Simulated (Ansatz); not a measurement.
Job for Ansatz (a first-principles code): R-CCSD(T)/aug-cc-pVDZ on GeH4 (SMILES [GeH4]). The run froze 14 orbitals, filled d shells among them.

Ansatz 0.2 input:
```yaml
crystal:
  periodic: [false, false, false]
  atoms:
    - {symbol: Ge, position_ang: [-0.05928929, -0.19588043, 3.68253168]}
    - {symbol: H, position_ang: [-0.35991527, 1.17638575, 3.06225545]}
    - {symbol: H, position_ang: [1.44397125, -0.48744912, 3.61823830]}
    - {symbol: H, position_ang: [-0.84122148, -1.28106390, 2.92765316]}
    - {symbol: H, position_ang: [-0.51629994, -0.18763149, 5.15209747]}
basis:
  gaussian:
    orbitals: aug-cc-pVDZ
magnetization: {spin_polarized: false}
correlation: {method: ccsd_t, electrons: outside_noble_gas}
scf: {lower_state_search: off}
```

Q: What total energy does the run end on?

A: -2077.7952 hartree (reference determinant -2077.6439, T1 diagnostic 0.010).
